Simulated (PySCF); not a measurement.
C7H7O, doublet, geometry from GFN2-xTB; BLYP/6-31G run with PySCF.

Input for PySCF:
```python
from pyscf import gto, scf, dft

mol = gto.Mole()
mol.atom = '''
    C    -2.817685   -0.323967   -0.283078
    C    -1.338074   -0.154381   -0.115965
    C    -0.452404   -0.500559   -1.128259
    C     0.910877   -0.338040   -0.990529
    C     1.445387    0.188091    0.190179
    O     2.794706    0.334896    0.294889
    C     0.543070    0.519666    1.168180
    C    -0.803718    0.372181    1.064960
    H    -3.046782   -1.321602   -0.654552
    H    -3.200551    0.398726   -1.004144
    H    -3.337468   -0.175067    0.659952
    H    -0.841916   -0.909441   -2.049815
    H     1.597981   -0.608757   -1.777731
    H     3.007172    0.705653    1.159234
    H    -1.460804    0.653377    1.875014
'''
mol.basis = '6-31g'
mol.charge = 0
mol.spin = 1
mol.verbose = 5
mol.build()

mf = dft.ROKS(mol)
mf.xc = 'blyp'
mf.kernel()
```

### Question
Write the output that PySCF gives for this input, abridged.

### Answer

```
PySCF version 2.14.0

[INPUT] verbose = 5
[INPUT] max_memory = 4000
[INPUT] num. atoms = 15
[INPUT] num. electrons = 57
[INPUT] charge = 0
[INPUT] spin (= nelec alpha-beta = 2S) = 1
[INPUT] symmetry False subgroup None
[INPUT] Mole.unit = angstrom
[INPUT] Symbol           X                Y                Z      unit          X                Y                Z       unit  Magmom
[...]
[INPUT] ---------------- BASIS SET ----------------
[INPUT] l, kappa, [nprim/nctr], expnt,             c_1 c_2 ...
[INPUT] C
[...]
                                457.36951         0.0140373
                                103.94869         0.0688426
                                29.210155         0.2321844
                                9.286663          0.4679413
                                3.163927          0.362312
[...]
                                1.8812885         -0.1608542
                                0.5442493         1.1434564
[...]
                                1.8812885         0.316424
                                0.5442493         0.7443083
[...]
[INPUT] O
[...]
                                825.23495         0.0139501
                                188.04696         0.0684451
                                52.9645           0.2327143
                                16.89757          0.470193
                                5.7996353         0.3585209
[...]
                                3.5999336         -0.1480263
                                1.0137618         1.130767
[...]
                                3.5999336         0.3397528
                                1.0137618         0.7271586
[...]
[INPUT] H
[...]
                                2.8253937         0.23472695
                                0.6401217         0.81375733
[...]
nuclear repulsion = 332.58704405321
number of shells = 54
number of NR pGTOs = 204
number of NR cGTOs = 86
basis = 6-31g
ecp = {}

******** <class 'pyscf.dft.roks.ROKS'> ********
method = ROKS
initial guess = minao
damping factor = 0
level_shift factor = 0
DIIS = <class 'pyscf.scf.diis.CDIIS'>
diis_start_cycle = 1
diis_space = 8
diis_damp = 0
SCF conv_tol = 1e-09
SCF conv_tol_grad = None
SCF max_cycles = 50
direct_scf = True
direct_scf_tol = 1e-13
num. doubly occ = 28  num. singly occ = 1
XC library pyscf.dft.libxc version 7.1.2
    S. Lehtola, C. Steigemann, M. J. T. Oliveira, and M. A. L. Marques,  SoftwareX 7, 1–5 (2018)
XC functionals = blyp
    A. D. Becke,  Phys. Rev. A 38, 3098 (1988)
[...]
  9.27499091e-01  9.77823046e-01  1.02088707e+00  1.03666113e+00
  1.07701955e+00  1.13505507e+00  1.18160748e+00  1.20226878e+00
  1.25155077e+00  1.33312124e+00  1.39980286e+00  1.45619563e+00
  1.73558782e+00  1.90366688e+00]
nelec by numeric integration = [28.99999937 28.0000005 ]
E1 = -1126.4267476977661  E2 = 447.9749029298816  Ecoul = 497.09788900048284  Exc = -49.122986070601236
cycle= 15 E= -345.864800714674  delta_E= -2.75e-10  |g|= 1.41e-05  |ddm|= 3.51e-05
[...]
                  Roothaan           | alpha              | beta
  Highest 2-occ = -0.178089821274459 | -0.179506085802888 | -0.176673557058553
  Lowest 0-occ =  -0.0135052514627343 | -0.0155146635923021 | -0.0114958393338789
  1-occ =         -0.160248332024024 | -0.200307037959227 | -0.120189484037187
  Roothaan mo_energy =
[-1.88190338e+01 -9.98039099e+00 -9.93007003e+00 -9.92347409e+00
 -9.92009902e+00 -9.91590103e+00 -9.91279384e+00 -9.91009037e+00
 -9.74405578e-01 -7.77950749e-01 -6.92154863e-01 -6.66752338e-01
 -6.14155619e-01 -5.48134608e-01 -5.26736310e-01 -4.79341585e-01
 -4.28616410e-01 -4.00944503e-01 -3.81429552e-01 -3.72099743e-01
 -3.48064376e-01 -3.46875030e-01 -3.25202284e-01 -3.18487269e-01
 -2.91946505e-01 -2.75006978e-01 -2.16459483e-01 -1.78089821e-01
 -1.60248332e-01 -1.35052515e-02 -2.52509761e-03  5.23440166e-02
  8.33563132e-02  1.08735857e-01  1.19594974e-01  1.26508794e-01
  1.56311957e-01  1.64219324e-01  1.74047425e-01  2.08728510e-01
  2.14380213e-01  2.88791387e-01  3.10295072e-01  3.35750981e-01
  3.46016533e-01  4.51783463e-01  4.66902346e-01  4.76185097e-01
  5.22785754e-01  5.25250325e-01  5.45044770e-01  5.52037715e-01
  5.66221887e-01  5.90048366e-01  5.99751348e-01  6.13673000e-01
  6.15563108e-01  6.26956942e-01  6.31421074e-01  6.85229672e-01
  7.02819099e-01  7.15885010e-01  7.30561999e-01  7.40258008e-01
  7.65541561e-01  8.10626551e-01  8.30811388e-01  8.63574301e-01
  8.82318529e-01  9.00328419e-01  9.17759851e-01  9.18950193e-01
  9.27498556e-01  9.77824733e-01  1.02088859e+00  1.03666077e+00
  1.07702079e+00  1.13505528e+00  1.18160875e+00  1.20226888e+00
  1.25155197e+00  1.33312185e+00  1.39980381e+00  1.45619515e+00
  1.73558867e+00  1.90366895e+00]
nelec by numeric integration = [28.99999937 28.0000005 ]
E1 = -1126.4266445676822  E2 = 447.97479980008654  Ecoul = 497.0977805697629  Exc = -49.12298076967636
Extra cycle  E= -345.864800714385  delta_E= 2.89e-10  |g|= 3.33e-05  |ddm|= 4.3e-05
converged SCF energy = -345.864800714385
```
